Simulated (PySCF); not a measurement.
SMILES [In]([NH2])([CH3])[NH2] (PBE0/def2-SVP optimised geometry):

```
11

In    -0.199     0.032     0.000
C     -1.379     1.833     0.000
H     -0.847     2.645    -0.515
H     -1.571     2.142     1.038
H     -2.344     1.662    -0.498
N      1.836     0.032     0.000
H      2.341     0.827    -0.377
H      2.344    -0.820    -0.213
N     -0.993    -1.815     0.310
H     -0.450    -2.645     0.096
H     -1.970    -1.989     0.096
```

Computed with PBE0/def2-TZVP, def2 effective core potentials past Kr (PySCF 2.14.0).

### Question
What are the frontier orbital energies and the dipole moment?

### Answer
HOMO-2 -8.05 eV, HOMO-1 -7.02 eV, HOMO -6.43 eV, LUMO -0.41 eV, LUMO+1 0.07 eV; dipole moment 1.61 D.

On the same geometry PBE/def2-TZVP, def2 effective core potentials past Kr in PySCF gives HOMO-2 -6.82 eV, HOMO-1 -5.66 eV, HOMO -5.07 eV, LUMO -1.21 eV, LUMO+1 -0.66 eV; dipole moment 1.46 D.
